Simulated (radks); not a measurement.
Ionisation of neutral bromine, [Ar] 3d10 4s2 4p5, to [Ar] 3d10 4s2 4p4 as the strength of local exchange is varied. Calculated with a radial shooting solver on a logarithmic mesh with Libxc functionals: Dirac Kohn-Sham, Slater X-alpha exchange (alpha = 2/3 is LDA exchange), no correlation, spin-unpolarised, spherical densities, finite nucleus; open shells fill j = l - 1/2 first; Fermi nuclear charge, rms radius 4.1629 fm.

| alpha | E(Br) (hartree) | exchange (hartree) | IE (eV) | -e of the level emptied (eV) | <r> of it (bohr) |
|---|---|---|---|---|---|
| 0.663 | -2599.64169 | -85.13865 | 11.187 | 6.582 (4p3/2) | 2.151 |
| 0.667 | -2600.15540 | -85.66894 | 11.232 | 6.622 (4p3/2) | 2.149 |
| 0.825 | -2620.52653 | -106.77380 | 13.093 | 8.284 (4p3/2) | 2.065 |
| 0.845 | -2623.11623 | -109.46731 | 13.337 | 8.504 (4p3/2) | 2.055 |
| 0.88 | -2627.65418 | -114.19283 | 13.769 | 8.895 (4p3/2) | 2.038 |
| 0.975 | -2640.00983 | -127.09540 | 14.973 | 9.991 (4p3/2) | 1.993 |
| 0.994 | -2642.48768 | -129.68926 | 15.219 | 10.216 (4p3/2) | 1.985 |

NIST Atomic Spectra Database: 11.814 eV (measured). The Delta-SCF value meets it near alpha = 0.72. Spin polarisation and multiplet splitting are left out, so open shells lie too high by an amount that depends on their filling.

Beside tabulated values, note that spin-unpolarised runs miss the spin-polarisation part of the exchange energy of open shells.
